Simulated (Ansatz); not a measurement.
Input (CCSDT(Q)/def2-SVP; Ansatz, a quantum-chemistry and plane-wave program):

Ansatz 0.2 input:
```yaml
crystal:
  periodic: [false, false, false]
  atoms:
    - {symbol: Nb, position_ang: [-0.00000000, -0.00000000, -0.27558383]}
    - {symbol: O, position_ang: [0.00000000, 0.00000000, 1.41236713]}
basis:
  gaussian:
    orbitals: def2-SVP
magnetization: {spin_polarized: true, initial_magnetization: 3}
correlation: {method: ccsdt_q, electrons: outside_noble_gas}
```

Output:

```
mean field evaluation 448: about -3560.6854 eV, gradient 9.7e0 eV
mean field evaluation 480: about -3564.3577 eV, gradient 5.7e-1 eV
mean field evaluation 512: about -3564.5701 eV, gradient 5.8e-3 eV
mean field evaluation 544: about -3565.0419 eV, gradient 7.2e-1 eV
mean field evaluation 576: about -3565.1350 eV, gradient 3.7e-3 eV
mean field evaluation 608: about -3565.3717 eV, gradient 1.6e-1 eV
mean field evaluation 640: about -3564.5135 eV, gradient 7.0e-1 eV
mean field evaluation 672: about -3564.4962 eV, gradient 8.3e-2 eV
mean field evaluation 704: about -3564.4503 eV, gradient 1.2e-1 eV
mean field evaluation 736: about -3564.3834 eV, gradient 9.5e-1 eV
mean field evaluation 768: about -3564.3994 eV, gradient 3.0e-1 eV
mean field evaluation 800: about -3564.4353 eV, gradient 2.1e-2 eV
mean field evaluation 832: about -3564.4088 eV, gradient 3.3e-3 eV
mean field evaluation 864: about -3563.8598 eV, gradient 5.8e-4 eV
mean field evaluation 896: about -3563.8283 eV, gradient 8.6e-1 eV
mean field evaluation 928: about -3563.8552 eV, gradient 7.7e-3 eV
mean field evaluation 960: about -3564.4710 eV, gradient 5.5e-4 eV
mean field evaluation 992: about -3564.2538 eV, gradient 2.8e-3 eV
mean field evaluation 1024: about -3564.7962 eV, gradient 5.5e0 eV
mean field evaluation 1056: about -3568.9606 eV, gradient 1.0e-1 eV
mean field evaluation 1088: about -3567.7909 eV, gradient 7.7e-4 eV
mean field evaluation 1120: about -3567.7909 eV, gradient 8.3e-3 eV
mean field evaluation 1152: about -3567.5201 eV, gradient 2.9e0 eV
mean field evaluation 1184: about -3566.5938 eV, gradient 3.3e0 eV
mean field evaluation 1216: about -3567.0822 eV, gradient 2.4e-1 eV
mean field evaluation 1248: about -3566.7302 eV, gradient 6.6e-3 eV
mean field evaluation 1280: about -3565.5553 eV, gradient 8.2e-1 eV
mean field evaluation 1312: about -3565.6275 eV, gradient 2.7e-2 eV
mean field evaluation 1344: about -3566.9038 eV, gradient 9.0e0 eV
mean field -3568.96126974 eV, -131.1569075340 hartree, gradient 2.0e-6 eV, S^2 3.848904; 16 other end points of the search recorded, 0 dependent functions left out
determinant -3568.96126974 eV, -131.1569075340 hartree, with singles and doubles -3576.70160028 eV, -131.4413594349 hartree
determinant -3567.80914084 eV, -131.1145675779 hartree, with singles and doubles -3575.39715216 eV, -131.3934218505 hartree
determinant -3567.79092570 eV, -131.1138981839 hartree, with singles and doubles -3575.39620813 eV, -131.3933871583 hartree
determinant -3567.05713755 eV, -131.0869319668 hartree, with singles and doubles -3574.70304095 eV, -131.3679137341 hartree
determinant -3566.73024789 eV, -131.0749189934 hartree, with singles and doubles -3574.24290027 eV, -131.3510038759 hartree
determinant -3566.28559579 eV, -131.0585783302 hartree, with singles and doubles -3573.84990345 eV, -131.3365615094 hartree
determinant -3565.81148771 eV, -131.0411551795 hartree, with singles and doubles -3573.33429288 eV, -131.3176131704 hartree
determinant -3565.62757148 eV, -131.0343963826 hartree, with singles and doubles -3573.23042958 eV, -131.3137962645 hartree
5 core orbitals not correlated
reference -3568.96126974 eV, -131.1569075340 hartree; 7, 4 occupied and 33, 36 virtual orbitals, 769 factors
second order -8.07992674 eV of doubles, -0.00000000 eV of singles
coupled cluster: 0.53 GiB planned
cycle   1  -6.99366571 eV  change     1.1e0 eV  update   2.1e-1
cycle   2  -7.78717143 eV  change   -7.9e-1 eV  update   2.1e-1
cycle   3  -8.12326120 eV  change   -3.4e-1 eV  update   4.4e-2
cycle   4  -8.23517066 eV  change   -1.1e-1 eV  update   2.5e-2
cycle   5  -8.22292948 eV  change    1.2e-2 eV  update   1.5e-2
cycle   6  -8.22005492 eV  change    2.9e-3 eV  update   9.0e-3
cycle   7  -8.22985462 eV  change   -9.8e-3 eV  update   5.1e-3
cycle   8  -8.24107661 eV  change   -1.1e-2 eV  update   2.9e-3
cycle   9  -8.24162153 eV  change   -5.4e-4 eV  update   1.5e-3
cycle  10  -8.24242009 eV  change   -8.0e-4 eV  update   1.0e-3
cycle  11  -8.24068030 eV  change    1.7e-3 eV  update   6.0e-4
cycle  12  -8.24079242 eV  change   -1.1e-4 eV  update   3.0e-4
cycle  13  -8.24096019 eV  change   -1.7e-4 eV  update   1.7e-4
cycle  14  -8.24097796 eV  change   -1.8e-5 eV  update   8.1e-5
cycle  15  -8.24115585 eV  change   -1.8e-4 eV  update   4.9e-5
cycle  16  -8.24119524 eV  change   -3.9e-5 eV  update   2.7e-5
cycle  17  -8.24118747 eV  change    7.8e-6 eV  update   1.7e-5
cycle  18  -8.24117146 eV  change    1.6e-5 eV  update   1.2e-5
cycle  19  -8.24116251 eV  change    9.0e-6 eV  update   7.7e-6
cycle  20  -8.24115547 eV  change    7.0e-6 eV  update   4.9e-6
cycle  21  -8.24114803 eV  change    7.4e-6 eV  update   3.1e-6
cycle  22  -8.24114973 eV  change   -1.7e-6 eV  update   2.0e-6
cycle  23  -8.24114926 eV  change    4.7e-7 eV  update   1.5e-6
cycle  24  -8.24114815 eV  change    1.1e-6 eV  update   8.7e-7
cycle  25  -8.24114815 eV  change   -3.3e-9 eV  update   4.8e-7
coupled cluster: 0.53 GiB planned
perturbative correction -0.03769086 eV, -0.0013851135 hartree
Total energy: -3577.24010875 eV, -131.4611492560 hartree
```

The determinant is spin-contaminated: <S^2> is 3.85, 0.10 over the pure value.
